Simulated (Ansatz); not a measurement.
## Appearance energy of a fragment ion: SiH(CH3)(SiH3)F → [SiH3]+ + SiH(CH3)F + e⁻

Species: SiH(CH3)(SiH3)F, singlet; [SiH3]+ `[SiH3+]`, singlet; SiH(CH3)F, doublet. 

Shapes, held fixed at every level: PBE0-D4/def2-TZVP. Programs: Ansatz 0.2.0. Electronic energies: no zero-point or thermal term.

Problem. Estimate ΔE of this reaction.

Solution. The highest level, CCSD(T)/CBS estimate, gives ΔE = +11.59 eV; the levels span +11.17 to +11.94. The column of differences is taken from that level and isn't an error. No measured value is set beside it here. Open shells run unrestricted. The CBS estimate extrapolates MP2 from def2-TZVPP and def2-QZVPP and adds CCSD(T) − MP2 in the triple-zeta set, cores frozen. The onset seen in experiment also holds zero-point changes and kinetic shifts.

| level | kind | ΔE (eV) | less CCSD(T)/CBS estimate |
| --- | --- | --- | --- |
| SPW92/def2-TZVPP | LDA | +11.94 | +0.35 |
| PBE-D4/def2-TZVPP | GGA | +11.54 | -0.05 |
| BHLYP-D4/def2-TZVPP | global hybrid | +11.39 | -0.20 |
| wB97M-V/def2-TZVPP | range-separated hybrid | +11.47 | -0.12 |
| CCSD(T)/def2-SVP | coupled cluster or CI | +11.17 | -0.42 |
| CCSD(T)/def2-TZVPP | coupled cluster or CI | +11.43 | -0.16 |
| CCSD/def2-TZVPP | coupled cluster or CI | +11.34 | -0.25 |
| CCSD(T)/CBS estimate | coupled cluster or CI | +11.59 | 0.00 |
